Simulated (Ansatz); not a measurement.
CH8AsNSi can be A, `CN[SiH2][AsH2]`, or B, `NC([SiH3])[AsH2]`.

Computed with Ansatz on PBE0-D4/def2-TZVP structures; ΔE is electronic, products minus reactants. CCSD(T)/CBS adds triple-zeta CCSD(T) − MP2 to the extrapolated MP2 energy (def2 sets, frozen cores). Functionals use def2-TZVPP. For As outer-core shells are correlated without core-valence functions, which leaves a few kJ/mol of doubt a bond. Scalar relativity is left out up to krypton. One conformer a species, not always the lowest.

Which isomer does CCSD(T)/CBS put lower? Give the gap. (Best estimate.)

Computed: A, by 114.8 kJ/mol.

Give E(B) − E(A) in kJ/mol with B2PLYP, PBE-D4, HF/def2-TZVPP, CCSD/def2-TZVPP, ωB97M-V, CCSD(T)/def2-TZVPP, MP2/def2-TZVPP. (An estimate is asked.)

Ansatz gave: B2PLYP 119.7, PBE-D4 114.3, HF/def2-TZVPP 129.6, CCSD/def2-TZVPP 114.6, ωB97M-V 115.5, CCSD(T)/def2-TZVPP 111.7, MP2/def2-TZVPP 112.6. None reverses the order clearly.

Largest T1 diagnostic: 0.011.

In def2-TZVPP, CCSD(T) changes the Hartree–Fock value by −17.9 kJ/mol (the triples alone add −2.9 kJ/mol) and MP2 by −17.0 kJ/mol. From PBE to PBE0 (25 % exact exchange), in def2-TZVPP and without D4, E(B) − E(A) moves by +3.7 kJ/mol.
